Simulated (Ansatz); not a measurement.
System: sum formula HSOF2 (charge +1, singlet). It need not be the lowest isomer of its formula. 
Structure (B3LYP-D3(BJ)/def2-TZVP (Ansatz, a program for electronic structure) minimum search):
SMILES: [OH+]=S(F)F
```xyz
5

O      1.2627    -0.5678     0.2465
S     -0.1591    -0.0617     0.4204
F     -0.9204    -0.6972    -0.7535
F     -0.1112     1.3667    -0.1442
H      1.7276    -0.4945    -0.6194
```
Charge +1, spin multiplicity 1.

Parts of the frozen-core correlation energy in STO-3G (Ansatz, hartree). Frozen orbitals: 8; correlated occupied orbitals by spin: 13 and 13; virtual: 4 and 4. No spin-orbit coupling. No relativistic terms.

```json
[
 {"term": "reference (HF)", "value": "-663.28164"},
 {"term": "MP2 opposite-spin", "value": "___"},
 {"term": "MP2 same-spin", "value": "___"},
 {"term": "CCSD correlation", "value": "___"},
 {"term": "(T)", "value": "-0.00583"},
 {"term": "FCI minus CCSD(T)", "value": "-0.00186"},
 {"term": "T1 diagnostic", "value": "0.016"},
 {"term": "largest doubles amplitude", "value": "0.064"}
]
```

Some entries are withheld; supply them.


- MP2 opposite-spin, value: -0.09520
- MP2 same-spin, value: -0.01708
- CCSD correlation, value: -0.14324
